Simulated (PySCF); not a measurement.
A search over the determinants of ZnF⁺

Unrestricted PBE0; PySCF, scalar-relativistic core potentials, basis sets Zn cc-pVDZ-PP with ECP10, F cc-pVDZ. Outer shells of the fragments: Zn+ 3d10 4s1; F 2s2 2p5.

Followed along the bond (rough minima from three points):

| 2Ms+1 | unpaired | ⟨S²⟩ at the start | R at minimum (Å) | Te (eV) |
| --- | --- | --- | --- | --- |
| 1 | none | 0.00 | 1.70 | 0.00 |
| 3 | σ ↑, π ↑ | 2.00 | none in the scan | ≤ 2.51 |

Solutions found at the starting distance of 1.905 Å, counted from the lowest of them; the search is not exhaustive and high or unbound solutions are not listed, so other states can lie among these:

```csv
2Ms+1,unpaired,term,E (eV),⟨S²⟩,⟨Lz²⟩,μ (D)
1,none,¹Σ⁺,0.00,0.00,0.00,-6.01
3,"σ ↑, π ↑",³Π,2.36,2.00,1.00,-0.03
1,"σ ↓, π ↑",mixed,2.43,1.00,1.00,0.01
3,σ ↑↑,³Σ⁺,3.13,2.00,0.00,-0.60
3,π ↑↑,mixed,7.39,2.00,2.00,-0.85
3,π ↑↑,mixed,7.50,2.00,2.00,-0.84
1,π ↑↓,mixed,7.51,1.01,2.00,-0.82
3,"σ ↑, π ↑",³Π,8.40,2.01,1.00,-1.38
3,"σ ↑, δ ↑",³Δ,9.21,2.01,4.00,-4.06
1,"σ ↑, δ ↓",mixed,9.34,1.01,4.00,-3.86
```

A term symbol is given only where ⟨S²⟩ and ⟨Lz²⟩ are close to those of a pure state; real π, δ and φ orbitals otherwise mix terms. A positive dipole points towards F; it is taken about the centre of mass and depends on that origin.

Counting both spins, an empty level lies below a filled one in some of these solutions, because spin and occupation are held.
